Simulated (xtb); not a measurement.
BrPb, doublet, at a GFN2-xTB geometry (such geometries of metal compounds can be far from the true shape) (the spin is typed, not shown lowest); GFN0-xTB (xtb).

xtb was given this input:
```
$ xtb mol.xyz --gfn 0 --uhf 1 --acc 1000 --json

# file mol.xyz
2

Pb    -0.00000000    -0.00000000    -0.78589737
Br     0.00000000     0.00000000     1.84124527
```

Problem. Write the output that xtb gives for this input, abridged.

Solution. 
```
   ID    Z sym.   atoms
    1   82 Pb     1
    2   35 Br     2

           -------------------------------------------------
          |                Calculation Setup                |
           -------------------------------------------------

           -------------------------------------------------
          |                 G F N 0 - x T B                 |
           -------------------------------------------------

          ...................................................
          :                      SETUP                      :
          :.................................................:
          :  # basis functions                  14          :
          :  # atomic orbitals                  13          :
          :  # shells                            5          :
          :  # electrons                        11          :
          :  electronic temp.          300.0000000     K    :
          :  accuracy                 1000.0000000          :
          :  -> integral cutoff          0.2000000E+02      :
          :  -> integral neglect         0.1000000E-04      :
          ...................................................

         :::::::::::::::::::::::::::::::::::::::::::::::::::::
         ::                     SUMMARY                     ::
         :::::::::::::::::::::::::::::::::::::::::::::::::::::
         :: total energy              -6.024305488250 Eh    ::
         :: gradient norm              0.022925504100 Eh/a0 ::
         :: HOMO-LUMO gap              0.000000000000 eV    ::
         ::.................................................::
         :: H0 energy                 -5.993815698412 Eh    ::
         :: repulsion energy           0.001647372501 Eh    ::
         :: electrostat energy        -0.031907567213 Eh    ::
         :: -> Gsolv                   0.000000000000 Eh    ::
         ::    -> Gsasa                0.000000000000 Eh    ::
         ::    -> Gshift               0.000000000000 Eh    ::
         :: dispersion energy         -0.000229595126 Eh    ::
         :: short-range corr.          0.000000000000 Eh    ::
         :: add. restraining           0.000000000000 Eh    ::
         :: total charge               0.000000000000 e     ::
         :::::::::::::::::::::::::::::::::::::::::::::::::::::

           -------------------------------------------------
          |                Property Printout                |
           -------------------------------------------------

    * Orbital Energies and Occupations

         #    Occupation            Energy/Eh            Energy/eV
      -------------------------------------------------------------
         1        2.0000           -0.8027393             -21.8436
         2        2.0000           -0.7299732             -19.8636
         3        2.0000           -0.4493308             -12.2269
         4        2.0000           -0.4324225             -11.7668
         5        2.0000           -0.4324225             -11.7668
         6        0.5000           -0.2987220              -8.1286 (HOMO)
         7        0.5000           -0.2987220              -8.1286 (LUMO)
         8                         -0.1443513              -3.9280
         9                         -0.0461845              -1.2567
        10                         -0.0461845              -1.2567
        11                         -0.0134036              -0.3647
        12                         -0.0134036              -0.3647
        13                          0.1415875               3.8528
      -------------------------------------------------------------
                  HL-Gap            0.0000000 Eh            0.0000 eV
             Fermi-level            0.0000000 Eh            0.0000 eV

     #   Z          covCN         q      C6AA      α(0)
     1  82 Pb       0.873     0.302   598.696    53.321
     2  35 Br       0.873    -0.302   188.903    22.175

 Mol. C6AA /au·bohr⁶  :       1441.806378
 Mol. C8AA /au·bohr⁸  :     172181.433229
 Mol. α(0) /au        :         75.495575

Wiberg/Mayer (AO) data.
largest (>0.10) Wiberg bond orders for each atom

 ---------------------------------------------------------------------------
     #   Z sym  total        # sym  WBO       # sym  WBO       # sym  WBO
 ---------------------------------------------------------------------------
     1  82 Pb   1.274 --     2 Br   1.274
     2  35 Br   1.274 --     1 Pb   1.274
 ---------------------------------------------------------------------------

Topologies differ in total number of bonds
Writing topology from bond orders to xtbtopo.mol

 dipole moment from electron density (au)
     X       Y       Z
  -0.0000  -0.0000  -1.8807  total (Debye):    4.780

           -------------------------------------------------
          | TOTAL ENERGY               -6.024305488250 Eh   |
          | GRADIENT NORM               0.022925504100 Eh/α |
          | HOMO-LUMO GAP               0.000000000000 eV   |
           -------------------------------------------------

normal termination of xtb
```
